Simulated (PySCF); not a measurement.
PySCF input file for cyclobutene (C4H6), SMILES C1=CCC1, B3LYP-D3(BJ)/def2-SVP. Geometry: B3LYP-D3(BJ)/def2-SVP.

```python
import numpy as np
from pyscf import gto, scf, dft, df
from pyscf.hessian import thermo

mol = gto.M(
    atom='''
    C     0.00000000    0.67193700   -0.81418598
    C     0.00000000   -0.67193705   -0.81418594
    C    -0.00000000   -0.78482102    0.69947926
    C    -0.00000000    0.78482106    0.69947921
    H     0.00000000    1.42469143   -1.60761885
    H    -0.00000001   -1.42469150   -1.60761878
    H     0.89478193   -1.24920881    1.14792961
    H    -0.89478192   -1.24920879    1.14792962
    H    -0.89478192    1.24920887    1.14792955
    H     0.89478193    1.24920885    1.14792956
    ''',
    basis='def2-SVP',
    charge=0,
    spin=0,
    max_memory=1600,
    verbose=3,
)
mf = dft.RKS(mol, xc='b3lyp').density_fit(auxbasis='def2-universal-jkfit')
mf.disp = 'd3bj'
mf.grids.level = 3
mf.conv_tol = 1e-11
mf.max_cycle = 100
mf.kernel()

# [left out here: the lines that compute and print the analytic Hessian (its translational invariance restored by hand, since the grid's response is missing), thermochemistry and intensities]
```

Log of the run:

```
converged SCF energy = -155.87269435842

WARN: DFTD3 does not support analytical Hessian, using finite difference


WARN: Mole.unit (angstrom) is changed to Bohr

Mode                                 0                   1                   2
Irrep
Freq [cm^-1]                      324.2189            646.1513            864.0878
Reduced mass [au]                   1.5923              1.0673              1.1355
Force const [Dyne/A]                0.0986              0.2625              0.4995
Char temp [K]                     466.4789            929.6679           1243.2300
Normal mode                   x     y     z       x     y     z       x     y     z
       0   C                 0.12 -0.00  0.00    0.04 -0.00  0.00   -0.05  0.00 -0.00
       1   C                -0.12  0.00  0.00    0.04 -0.00 -0.00   -0.05  0.00  0.00
       2   C                 0.05 -0.00  0.00    0.03 -0.00 -0.00    0.05 -0.00  0.00
       3   C                -0.05  0.00  0.00    0.03  0.00  0.00    0.05 -0.00 -0.00
       4   H                 0.28  0.00  0.00   -0.51 -0.00 -0.00    0.36  0.00 -0.00
       5   H                -0.28 -0.00  0.00   -0.51  0.00 -0.00    0.36  0.00  0.00
       6   H                 0.23  0.14 -0.19   -0.17 -0.19  0.19   -0.15 -0.36  0.00
       7   H                 0.23 -0.14  0.19   -0.17  0.19 -0.19   -0.15  0.36 -0.00
       8   H                -0.23 -0.14 -0.19   -0.17 -0.19 -0.19   -0.15 -0.36 -0.00
       9   H                -0.23  0.14  0.19   -0.17  0.19  0.19   -0.15  0.36  0.00
Mode                                 3                   4                   5
Irrep
Freq [cm^-1]                      865.5119            897.7661            902.0254
Reduced mass [au]                   4.9302              2.4270              1.8237
Force const [Dyne/A]                2.1760              1.1525              0.8743
Char temp [K]                    1245.2790           1291.6856           1297.8138
Normal mode                   x     y     z       x     y     z       x     y     z
       0   C                -0.00 -0.10  0.12   -0.00 -0.01  0.05   -0.00 -0.01 -0.07
       1   C                -0.00 -0.10 -0.12    0.00  0.01  0.05   -0.00 -0.01  0.07
       2   C                 0.00  0.08 -0.07   -0.00 -0.15 -0.02    0.00  0.04 -0.12
       3   C                 0.00  0.08  0.07    0.00  0.15 -0.02    0.00  0.04  0.12
       4   H                 0.00 -0.02  0.19   -0.00 -0.09 -0.03    0.00 -0.23 -0.29
       5   H                 0.00 -0.02 -0.19    0.00  0.09 -0.03    0.00 -0.23  0.29
       6   H                -0.01  0.12 -0.02    0.01 -0.26 -0.13   -0.01 -0.08 -0.23
       7   H                 0.01  0.12 -0.02   -0.01 -0.26 -0.13    0.01 -0.08 -0.23
       8   H                -0.01  0.12  0.02   -0.01  0.26 -0.13   -0.01 -0.08  0.23
       9   H                 0.01  0.12  0.02    0.01  0.26 -0.13    0.01 -0.08  0.23
Mode                                 6                   7                   8
Irrep
Freq [cm^-1]                      948.0984            996.0163           1035.3268
Reduced mass [au]                   1.1808              1.4038              1.9695
Force const [Dyne/A]                0.6254              0.8205              1.2438
Char temp [K]                    1364.1026           1433.0458           1489.6047
Normal mode                   x     y     z       x     y     z       x     y     z
       0   C                -0.08  0.00  0.00    0.00  0.02  0.07   -0.09 -0.00 -0.00
       1   C                 0.08 -0.00  0.00    0.00 -0.02  0.07    0.09  0.00 -0.00
       2   C                 0.02 -0.00 -0.00   -0.00  0.03 -0.08   -0.12  0.00  0.00
       3   C                -0.02  0.00 -0.00    0.00 -0.03 -0.08    0.12 -0.00  0.00
       4   H                 0.59  0.00  0.00   -0.00  0.37  0.41    0.06 -0.00 -0.00
       5   H                -0.59 -0.00  0.00    0.00 -0.37  0.41   -0.06  0.00 -0.00
       6   H                -0.03  0.07  0.17    0.01 -0.02 -0.15    0.09  0.10 -0.31
       7   H                -0.03 -0.07 -0.17   -0.01 -0.02 -0.15    0.09 -0.10  0.31
       8   H                 0.03 -0.07  0.17   -0.01  0.02 -0.15   -0.09 -0.10 -0.31
       9   H                 0.03  0.07 -0.17    0.01  0.02 -0.15   -0.09  0.10  0.31
Mode                                 9                  10                  11
Irrep
Freq [cm^-1]                     1089.4122           1133.5662           1161.2682
Reduced mass [au]                   1.1869              2.1984              1.1716
Force const [Dyne/A]                0.8300              1.6644              0.9309
Char temp [K]                    1567.4217           1630.9493           1670.8063
Normal mode                   x     y     z       x     y     z       x     y     z
       0   C                 0.06 -0.00  0.00   -0.00 -0.03  0.12   -0.03  0.00 -0.00
       1   C                 0.06 -0.00 -0.00   -0.00  0.03  0.12    0.03 -0.00 -0.00
       2   C                -0.05 -0.00  0.00    0.00  0.04 -0.09    0.07 -0.00 -0.00
       3   C                -0.05 -0.00 -0.00    0.00 -0.04 -0.09   -0.07  0.00 -0.00
       4   H                -0.17 -0.00 -0.00    0.00 -0.36 -0.18    0.14  0.00  0.00
       5   H                -0.17 -0.00  0.00   -0.00  0.36 -0.18   -0.14 -0.00  0.00
       6   H                 0.04 -0.20 -0.39    0.02  0.13 -0.05   -0.02 -0.39 -0.22
       7   H                 0.04  0.20  0.39   -0.02  0.13 -0.05   -0.02  0.39  0.22
       8   H                 0.04 -0.20  0.39   -0.02 -0.13 -0.05    0.02  0.39 -0.22
       9   H                 0.04  0.20 -0.39    0.02 -0.13 -0.05    0.02 -0.39  0.22
Mode                                12                  13                  14
Irrep
Freq [cm^-1]                     1212.8821           1231.0033           1321.7666
Reduced mass [au]                   1.5645              1.3922              1.9671
Force const [Dyne/A]                1.3560              1.2430              2.0248
Char temp [K]                    1745.0673           1771.1397           1901.7279
Normal mode                   x     y     z       x     y     z       x     y     z
       0   C                 0.00  0.03  0.01   -0.00 -0.04 -0.02   -0.00  0.04  0.12
       1   C                -0.00 -0.03  0.01   -0.00 -0.04  0.02   -0.00  0.04 -0.12
       2   C                -0.00 -0.11 -0.06    0.00  0.06  0.08    0.00  0.01  0.08
       3   C                 0.00  0.11 -0.06    0.00  0.06 -0.08    0.00  0.01 -0.08
       4   H                -0.00  0.10  0.07   -0.00  0.21  0.21    0.00 -0.36 -0.25
       5   H                 0.00 -0.10  0.07   -0.00  0.21 -0.21    0.00 -0.36  0.25
       6   H                 0.00  0.24  0.30    0.00 -0.26 -0.25    0.01 -0.12 -0.07
       7   H                -0.00  0.24  0.30   -0.00 -0.26 -0.25   -0.01 -0.12 -0.07
       8   H                -0.00 -0.24  0.30    0.00 -0.26  0.25    0.01 -0.12  0.07
       9   H                 0.00 -0.24  0.30   -0.00 -0.26  0.25   -0.01 -0.12  0.07
Mode                                15                  16                  17
Irrep
Freq [cm^-1]                     1439.7037           1463.0823           1650.6499
Reduced mass [au]                   1.0845              1.1534              5.4515
Force const [Dyne/A]                1.3244              1.4546              8.7513
Char temp [K]                    2071.4130           2105.0497           2374.9178
Normal mode                   x     y     z       x     y     z       x     y     z
       0   C                -0.00 -0.00 -0.00   -0.00  0.02  0.01    0.00 -0.19 -0.02
       1   C                -0.00 -0.00  0.00    0.00 -0.02  0.01    0.00  0.19 -0.02
       2   C                 0.00 -0.04  0.04    0.00  0.05 -0.05   -0.00 -0.01 -0.01
       3   C                 0.00 -0.04 -0.04   -0.00 -0.05 -0.05    0.00  0.01 -0.01
       4   H                 0.00  0.00  0.00    0.00 -0.03 -0.02   -0.00 -0.01  0.21
       5   H                 0.00  0.00 -0.00   -0.00  0.03 -0.02   -0.00  0.01  0.21
       6   H                 0.29  0.27 -0.26   -0.29 -0.26  0.24   -0.03  0.00  0.07
       7   H                -0.29  0.27 -0.26    0.29 -0.26  0.24    0.03  0.00  0.07
       8   H                 0.29  0.27  0.26    0.29  0.26  0.24    0.03 -0.00  0.07
       9   H                -0.29  0.27  0.26   -0.29  0.26  0.24   -0.03 -0.00  0.07
Mode                                18                  19                  20
Irrep
Freq [cm^-1]                     3032.6509           3037.6671           3080.6938
Reduced mass [au]                   1.0569              1.0605              1.1109
Force const [Dyne/A]                5.7272              5.7654              6.2116
Char temp [K]                    4363.3094           4370.5266           4432.4325
Normal mode                   x     y     z       x     y     z       x     y     z
       0   C                 0.00  0.00 -0.00    0.00  0.00 -0.00   -0.00 -0.00  0.00
       1   C                 0.00  0.00  0.00   -0.00 -0.00 -0.00    0.00 -0.00 -0.00
       2   C                -0.00 -0.03  0.03    0.00  0.03 -0.03    0.06 -0.00  0.00
       3   C                -0.00 -0.03 -0.03   -0.00 -0.03 -0.03   -0.06  0.00  0.00
       4   H                 0.00 -0.01  0.01    0.00 -0.02  0.02   -0.00  0.00 -0.00
       5   H                 0.00 -0.01 -0.01   -0.00  0.02  0.02    0.00  0.00  0.00
       6   H                -0.40  0.19 -0.19    0.40 -0.19  0.19   -0.38  0.20 -0.19
       7   H                 0.40  0.19 -0.19   -0.40 -0.19  0.19   -0.38 -0.20  0.19
       8   H                -0.40  0.19  0.19   -0.40  0.19  0.19    0.38 -0.20 -0.19
       9   H                 0.40  0.19  0.19    0.40  0.19  0.19    0.38  0.20  0.19
Mode                                21                  22                  23
Irrep
Freq [cm^-1]                     3091.0253           3171.5151           3202.8497
Reduced mass [au]                   1.1075              1.0844              1.1153
Force const [Dyne/A]                6.2343              6.4265              6.7409
Char temp [K]                    4447.2973           4563.1041           4608.1877
Normal mode                   x     y     z       x     y     z       x     y     z
       0   C                -0.00 -0.00  0.00   -0.00 -0.04  0.04   -0.00 -0.05  0.04
       1   C                -0.00 -0.00 -0.00   -0.00 -0.04 -0.04   -0.00  0.05  0.04
       2   C                -0.06 -0.00  0.00    0.00 -0.00  0.00    0.00  0.00 -0.00
       3   C                -0.06  0.00  0.00    0.00 -0.00 -0.00    0.00 -0.00 -0.00
       4   H                 0.00  0.00 -0.00    0.00  0.47 -0.49    0.00  0.46 -0.48
       5   H                 0.00  0.00  0.00    0.00  0.47  0.49   -0.00 -0.46 -0.48
       6   H                 0.38 -0.20  0.19   -0.01  0.00 -0.00    0.01 -0.01  0.01
       7   H                 0.38  0.20 -0.19    0.01  0.00 -0.00   -0.01 -0.01  0.01
       8   H                 0.38 -0.20 -0.19   -0.01  0.00  0.00   -0.01  0.01  0.01
       9   H                 0.38  0.20  0.19    0.01  0.00  0.00    0.01  0.01  0.01
temperature 298.1500 [K]
pressure 101325.00 [Pa]
Rotational constants [GHz] 12.87449 12.20889 6.81174
Symmetry number 2
Zero-point energy (ZPE) 0.08611 [Eh]   226087.866 [J/mol]
                           tot       elec      trans        rot        vib
Entropy [J/mol/K]       261.885      0.000    158.516     91.398     11.971
Cv [J/mol/K]             55.643      0.000     12.472     12.472     30.700
Cp [J/mol/K]             63.957      0.000     20.786     12.472     30.700
Internal energy [J/mol]                      3718.434   3718.434 228702.509
Internal energy [Eh]   -155.78275  -155.87269
Enthalpy [J/mol]                             6197.391   3718.434 228702.509
Enthalpy [Eh]          -155.78181
Gibbs free energy [J/mol]                  -41064.281 -23531.864 225133.428
Gibbs free energy [Eh] -155.81155
mode   freq/cm-1   IR/(km/mol)
   1      324.22         0.000
   2      646.15        42.427
   3      864.09        13.101
   4      865.51         0.559
   5      897.77         1.250
   6      902.03        14.994
   7      948.10         0.000
   8      996.02         0.181
   9     1035.33         0.000
  10     1089.41         4.496
  11     1133.57         0.108
  12     1161.27         0.000
  13     1212.88         1.271
  14     1231.00         2.196
  15     1321.77        11.106
  16     1439.70         0.323
  17     1463.08         0.210
  18     1650.65         0.678
  19     3032.65        39.187
  20     3037.67        39.877
  21     3080.69         0.000
  22     3091.03        45.502
  23     3171.52        11.622
  24     3202.85        17.635
max |gradient| / (hartree/bohr): 1.753600984668761e-05
APT charges: [-0.0338 -0.0338  0.0588  0.0588  0.0348  0.0348 -0.0299 -0.0299 -0.0299
 -0.0299]
```

The run converged.

Cost: roughly 80 core-seconds.
